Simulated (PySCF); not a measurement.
## Electronic structure of Cu²⁺ (copper, charge +2) at the B3LYP level

Configuration: [Ar] 3d9, 2D determinant. Computed with PySCF 2.14 in cc-pVDZ-PP with ECP10MDF, with a scalar-relativistic core potential.

- Total energy: -196.2574 hartree
- One-electron energy: -338.0666 hartree
- Hartree (Coulomb) energy: 160.1847 hartree
- Exchange-correlation energy: -18.3755 hartree
- ⟨S²⟩: 0.7506
- ⟨L²⟩: 6.006
- Sum of ⟨r⟩: 14.22 bohr
- Sum of ⟨r²⟩: 15.07 bohr²
- Traceless quadrupole moment −½Σ⟨3z² − r²⟩ along its main axis: -0.351 e·bohr²
- Time after the integrals: 0.48 s of wall time on 1 thread of Neoverse-V1 (shared host)

```json
{"shell": "3s α", "electrons": "1", "mean orbital energy (hartree)": "-5.42481", "spread (hartree)": "0", "rms radius, mean of both spins (bohr)": "0.765"}
{"shell": "3s β", "electrons": "1", "mean orbital energy (hartree)": "-5.36088", "spread (hartree)": "0", "rms radius, mean of both spins (bohr)": "0.765"}
{"shell": "3p α", "electrons": "3", "mean orbital energy (hartree)": "-3.79682", "spread (hartree)": "0.08585", "rms radius, mean of both spins (bohr)": "0.812"}
{"shell": "3p β", "electrons": "3", "mean orbital energy (hartree)": "-3.72968", "spread (hartree)": "0.01262", "rms radius, mean of both spins (bohr)": "0.812"}
{"shell": "3d α", "electrons": "5", "mean orbital energy (hartree)": "-1.19978", "spread (hartree)": "0.09276", "rms radius, mean of both spins (bohr)": "1.05"}
{"shell": "3d β", "electrons": "4", "mean orbital energy (hartree)": "-1.15657", "spread (hartree)": "0.06831", "rms radius, mean of both spins (bohr)": "1.05"}
```

Energies and moments cover only the electrons outside the core potential.
